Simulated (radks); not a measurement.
Results of a calculation; reference values are marked as such.
All-electron atom: the hafnium ion Hf2+ in [Xe] 4f14 5d2 (the NIST ground configuration).

Code: a radial shooting solver on a logarithmic mesh with Libxc functionals. Model: Dirac Kohn-Sham, PBE, spin-unpolarised, spherical densities, finite nucleus; open shells are shared between the two j in proportion to 2j + 1; Fermi nuclear charge, rms radius 5.347 fm.

Energy parts (Ry):
| part | energy |
|---|---|
| total | -30189.5939 |
| kinetic | 33756.5419 |
| electron-nucleus | -75096.8654 |
| Hartree | 11769.3600 |
| exchange-correlation | -618.6304 |

Orbitals (lengths in bohr, moments of r in powers of bohr):
orbital  occ.  eigenvalue (Ry)   <1/r>
1s1/2       2        -4791.634   83.78
2s1/2       2        -819.8900   20.31
2p1/2       2        -783.2505   20.28
2p3/2       4        -695.6543   17.23
3s1/2       2        -187.6601   7.451
3p1/2       2        -171.3823   7.367
3p3/2       4        -152.6103   6.581
3d3/2       4        -125.0060   6.472
3d5/2       6        -120.9117   6.284
4s1/2       2        -38.68878   3.123
4p1/2       2        -32.01366   3.013
4p3/2       4        -27.71844   2.739
4d3/2       4        -16.73668   2.520
4d5/2       6        -15.95001   2.453
4f5/2       6         -2.41231   1.934
4f7/2       8         -2.28406   1.903
5s1/2       2         -6.01872   1.181
5p1/2       2         -4.13022   1.048
5p3/2       4         -3.55810  0.9524
5d3/2     0.8         -1.25279  0.6211
5d5/2     1.2         -1.21036  0.6015

The highest occupied level is 5d5/2 at -16.468 eV. Summed over all electrons, <r^2> = 40.38 bohr^2, which gives a Langevin (diamagnetic) susceptibility term of -32 x 10^-6 cm^3/mol. The electron density at the nucleus is 1.209e+06 e/bohr^3. The density falls to 0.001 e/bohr^3 at r = 3.72 bohr.
